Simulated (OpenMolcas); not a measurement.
## Pd3+: ligand-field states by method

Pd3+ with its 6 nearest fluoride ions at 1.938 Å, on the Ga site of K2NaGaF6 (a = 8.246 Å, distance in the model lattice 1.938 Å). The rest of the host is ab initio model potentials to 7.6 Å, with orthogonalisation functions on the cations behind the ligands, and point charges beyond; the distance is set by hand and nothing relaxes. Ligand basis ANO-RCC-VDZP.
```
Pd    0.0000    0.0000    0.0000
F     1.9380    0.0000    0.0000
F     0.0000    1.9380    0.0000
F    -1.9380    0.0000    0.0000
F     0.0000   -1.9380    0.0000
F     0.0000    0.0000    1.9380
F     0.0000    0.0000   -1.9380
```

```json
{"Program": "OpenMolcas", "Basis": "ANO-RCC-VTZP [7s6p4d2f1g]", "Scalar Hamiltonian": "DKH2, point nucleus", "Active space": "7 electrons in 5 orbitals (4d)", "State averaging": "2S+1 = 4 even, 10 roots; 2S+1 = 2 even, 40 roots", "Spin-orbit coupling": "state interaction with AMFI integrals over the reference wave functions"}
```

I. CASSCF
II. SS-CASPT2, IPEA 0.25 Eh, imaginary shift 0.1 Eh (closed shells correlated: 4s 4p and the ligand valence shells)
III. SS-CASPT2, IPEA 0.25 Eh, sigma2 regulariser 0.3 Eh (closed shells correlated: 4s 4p and the ligand valence shells)

Spin-free states (labels of O, the rotations of Oh) in cm-1, each column counted from its own energy of the first state listed:

```csv
State,Degeneracy,I,II,III
2E,2,0,0,0
4T1,3,7669,14610,14620
2S+1 = 2,3,21116,22780,22780
2S+1 = 2,3,21985,24580,24600
```

From I to II, I's first state of the same spin (2S+1 = 2) moves from 21116 to 22780 cm-1, by about +1700 cm-1.

From I to II, I's first state of another spin (4T1) moves from 7669 to 14610 cm-1, by about +6900 cm-1.

I: A least-squares ligand-field fit to the states below 45000 cm-1, each weighted by its degeneracy and with a free common offset, gives 10Dq = 23745 cm-1, B = 830 cm-1 and C = 3250 cm-1 (C/B = 3.92), with an rms deviation of 143 cm-1. The same method and metal basis give the free ion B = 997 cm-1 (fit to its terms below 60000 cm-1, rms deviation 13 cm-1), so the nephelauxetic ratio is β = 830 / 997 = 0.83; it hangs on how both fits weigh the states, and computed free-ion B values tend to be too large, so β mixes covalency with correlation.

χT at 300 K: I 0.49, II 0.46, III 0.46 cm3 K/mol.

Roots that are degenerate in the reference are averaged as groups; the widest CASPT2 spread within a group is 270 cm-1 (the 2-fold group of multiplicity 2 near 51400 cm-1 above the lowest state of its run, II). Shifts and gaps below about the spread of the groups concerned are not significant. Over all roots computed the reference weight is 0.70 to 0.72 in II, 0.70 to 0.72 in III; a low but even weight reflects the number of correlated electrons. An orbital doublet at a regular site is open to a Jahn-Teller distortion, which this geometry leaves out. This shell can be high or low spin here, a state of another spin lies low, and with metal d orbitals alone active their balance is uncertain, so the ground spin may be wrong, although the usual error favours high spin. The least metal-like active orbital is 76 % on the metal (Löwdin) and no ligand orbital is active, so the numbers are rough. Ligand-to-metal charge-transfer states are missing. With no ligand orbital active B as a rule stays too high, so bands that hang on it stand too high and its fall with covalency is understated. Without dynamic correlation the repulsion within the d shell is too large (B by tens of per cent), so at a given field states of lower spin stand too high (holds for I). With metal d orbitals alone the field can be off either way by tens of per cent (holds for I). These CASPT2 states fit no ligand-field parameters well, so their order and spin gaps are uncertain (holds for II; III). With one d shell and no ligand orbital active, 10Dq can be off by a tenth or more (holds for II; III). The distance lies 4 % under the 2.024 Å that this model takes as the normal distance (a Shannon-type radius plus a fixed donor radius, weighted with the host); by an R⁻⁵ law this alone changes a d-shell field by about +24 %. No measured value stands beside these numbers; the geometry was set by hand and not optimised.
